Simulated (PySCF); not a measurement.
F$_{4}$Ti, singlet, at a GFN2-xTB geometry (such geometries of metal compounds can be far from the true shape); WB97X-V/def2-SVPD (PySCF).

The PySCF input:
```python
from pyscf import gto, scf, dft

mol = gto.Mole()
mol.atom = '''
    Ti   -0.000000    0.000000   -0.000000
    F     1.096059    0.788255   -1.020066
    F     0.839422   -1.055730    1.021778
    F    -1.106691   -0.877685   -0.931735
    F    -0.828790    1.145160    0.930023
'''
mol.basis = 'def2-svpd'
mol.charge = 0
mol.spin = 0
mol.verbose = 4
mol.build()

mf = dft.RKS(mol)
mf.xc = 'wb97x_v'
mf.kernel()
```

What the program printed (banner, timings and long lists left out):

```
PySCF version 2.14.0

[INPUT] verbose = 4
[INPUT] num. atoms = 5
[INPUT] num. electrons = 58
[INPUT] charge = 0
[INPUT] spin (= nelec alpha-beta = 2S) = 0
[INPUT] symmetry False subgroup None
[INPUT] Mole.unit = angstrom
[INPUT] Symbol           X                Y                Z      unit          X                Y                Z       unit  Magmom
[INPUT]  1 Ti     0.000000000000   0.000000000000   0.000000000000 AA    0.000000000000   0.000000000000   0.000000000000 Bohr   0.0
[INPUT]  2 F      1.096059000000   0.788255000000  -1.020066000000 AA    2.071251326365   1.489586066319  -1.927645368981 Bohr   0.0
[INPUT]  3 F      0.839422000000  -1.055730000000   1.021778000000 AA    1.586277682935  -1.995040561487   1.930880580106 Bohr   0.0
[INPUT]  4 F     -1.106691000000  -0.877685000000  -0.931735000000 AA   -2.091342894521  -1.658584273639  -1.760723970672 Bohr   0.0
[INPUT]  5 F     -0.828790000000   1.145160000000   0.930023000000 AA   -1.566186114778   2.164038768807   1.757488759546 Bohr   0.0

nuclear repulsion = 340.757628971624
number of shells = 48
number of NR pGTOs = 208
number of NR cGTOs = 126
basis = def2-svpd
ecp = {}

******** <class 'pyscf.dft.rks.RKS'> ********
method = RKS
initial guess = minao
damping factor = 0
level_shift factor = 0
DIIS = <class 'pyscf.scf.diis.CDIIS'>
diis_start_cycle = 1
diis_space = 8
diis_damp = 0
SCF conv_tol = 1e-09
SCF conv_tol_grad = None
SCF max_cycles = 50
direct_scf = True
direct_scf_tol = 1e-13
XC library pyscf.dft.libxc version 7.1.2
    S. Lehtola, C. Steigemann, M. J. T. Oliveira, and M. A. L. Marques,  SoftwareX 7, 1–5 (2018)
XC functionals = wb97x_v
    N. Mardirossian and M. Head-Gordon,  Phys. Chem. Chem. Phys. 16, 9904–9924 (2014)
radial grids:
    Treutler-Ahlrichs [JCP 102, 346 (1995); DOI:10.1063/1.469408] (M4) radial grids

becke partition: Becke, JCP 88, 2547 (1988); DOI:10.1063/1.454033
pruning grids: <function nwchem_prune>
grids dens level: 3
symmetrized grids: False
atomic radii adjust function: <function treutler_atomic_radii_adjust>
** Following is NLC and NLC Grids **
NLC functional = wb97x_v
radial grids:
    Treutler-Ahlrichs [JCP 102, 346 (1995); DOI:10.1063/1.469408] (M4) radial grids

becke partition: Becke, JCP 88, 2547 (1988); DOI:10.1063/1.454033
pruning grids: <function nwchem_prune>
grids dens level: 3
symmetrized grids: False
atomic radii adjust function: <function treutler_atomic_radii_adjust>
small_rho_cutoff = 0
Set gradient conv threshold to 3.16228e-05
Initial guess from minao.
tot grids = 77952
tot grids = 77952
init E= -1248.07976105386
  HOMO = -0.619605809392951  LUMO = -0.066617569005436  gap/eV = 15.04758
cycle= 1 E= -1248.11117022314  delta_E= -0.0314  |g|= 1.33  |ddm|= 2.81
  HOMO = -0.452055965617405  LUMO = -0.24411309106014  gap/eV = 5.65841
cycle= 2 E= -1246.17653291206  delta_E= 1.93  |g|= 4.01  |ddm|= 2.47
  HOMO = -0.526026531002156  LUMO = -0.0152736512207599  gap/eV = 13.89829
cycle= 3 E= -1248.46780576637  delta_E= -2.29  |g|= 0.294  |ddm|= 1.62
  HOMO = -0.567603153810243  LUMO = -0.0412995149701842  gap/eV = 14.32145
cycle= 4 E= -1248.47913773465  delta_E= -0.0113  |g|= 0.0777  |ddm|= 0.164
  HOMO = -0.560397126794478  LUMO = -0.011552205026841  gap/eV = 14.93483
cycle= 5 E= -1248.48034033061  delta_E= -0.0012  |g|= 0.00988  |ddm|= 0.0669
  HOMO = -0.560795728976614  LUMO = -0.0101516548028996  gap/eV = 14.98379
cycle= 6 E= -1248.48036952691  delta_E= -2.92e-05  |g|= 0.00134  |ddm|= 0.0167
  HOMO = -0.560778029445967  LUMO = -0.0101773830291179  gap/eV = 14.98261
cycle= 7 E= -1248.48037081622  delta_E= -1.29e-06  |g|= 0.000405  |ddm|= 0.00398
  HOMO = -0.560795815884553  LUMO = -0.01020205610905  gap/eV = 14.98242
cycle= 8 E= -1248.48037094477  delta_E= -1.29e-07  |g|= 6.62e-05  |ddm|= 0.00121
  HOMO = -0.560793908842548  LUMO = -0.0101875480794518  gap/eV = 14.98276
cycle= 9 E= -1248.48037094918  delta_E= -4.42e-09  |g|= 3.49e-05  |ddm|= 0.00017
  HOMO = -0.56079499762727  LUMO = -0.0101894629064762  gap/eV = 14.98274
cycle= 10 E= -1248.48037094943  delta_E= -2.48e-10  |g|= 1.37e-05  |ddm|= 3.07e-05
  HOMO = -0.560794923870963  LUMO = -0.0101893450111672  gap/eV = 14.98274
Extra cycle  E= -1248.48037094945  delta_E= -2.09e-11  |g|= 1.62e-05  |ddm|= 2.44e-05
converged SCF energy = -1248.48037094945
```
